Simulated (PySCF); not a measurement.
# C₆ coefficients of unlike pairs at PBE0

Calculated with PySCF 2.14 from the dipole response of each species, C₆(A,B) = (3/π) ∫ α_A(iu) α_B(iu) du, in atomic units, from isotropic polarisabilities. For ions this is the dispersion term alone; charge-induced terms of lower order in 1/R come first.

```tsv
species	configuration	basis	relativity	α (bohr³)	C₆ (like pair)
Os²⁺	[Xe] 4f14 5d6 (5D)	x2c-TZVPPall with one added diffuse shell each of s, p, d, f type (12s8p8d4f1g)	spin-free X2C	11.26	71.61
N⁺	[He] 2s2 2p2 (3P)	aug-cc-pCVQZ-DK (9s8p6d4f2g)	spin-free X2C	3.863	8.294
Al	[Ne] 3s2 3p1 (2P)	def2-QZVPPD (10s6p5d2f1g)	none	61.62	545.6
In²⁺	[Kr] 4d10 5s1 (2S)	def2-QZVPPD with the def2 core potential (28 electrons) (8s6p5d4f1g)	core potential	13.85	65.92
```

**Question.** Estimate C₆ for In²⁺ with Al.

**Answer.** The integral gives 169.9. The combination rule 2 C_A C_B / (C_A α_B/α_A + C_B α_A/α_B) gives 172.9 and the geometric mean 189.6.

No spin-orbit coupling is included.

The other pairs:

```csv
pair,C₆
"Al, N⁺",55.46
"In²⁺, N⁺",23.05
"Al, Os²⁺",160.4
"In²⁺, Os²⁺",67.70
"N⁺, Os²⁺",24.32
```
